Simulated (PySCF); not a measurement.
**Energy of Sc²⁺ (scandium, charge +2) between two integer charges**

The 3d alpha orbital of [Ar] 3d1 is emptied in steps (occupation f), with all orbitals relaxed, ending at [Ar]. Computed with PySCF 2.14 in aug-cc-pVTZ (8s7p5d3f2g, 93 functions), with no relativity, point nucleus. The exact energy is a straight line in f; departures are measured from the line between the end points of the same method.

Question: Among UHF, LDA, PBE, which shows the largest delocalisation error (convex curve), and which is closest to linear?

Answer: Most convex: LDA (-1.764 eV at f = 0.5); closest to linear: UHF (0.200 eV).

```csv
f,UHF (eV),LDA (eV),PBE (eV)
1,0.000,0.000,0.000
0.75,0.154,-1.304,-1.277
0.5,0.200,-1.764,-1.725
0.25,0.146,-1.341,-1.308
0,0.000,0.000,0.000
```

| method | E(f=0) − E(f=1) (eV) | −ε at f=1 (eV) | −ε at f=0.5 (eV) |
| --- | --- | --- | --- |
| UHF | 23.981 | 24.822 | 23.961 |
| LDA | 25.508 | 18.665 | 25.409 |
| PBE | 25.455 | 18.743 | 25.371 |

Reference removal energy between the ground levels: 24.757 eV (measured; NIST Atomic Spectra Database, ionization energies). The calculation has no spin-orbit coupling. UHF lacks correlation.
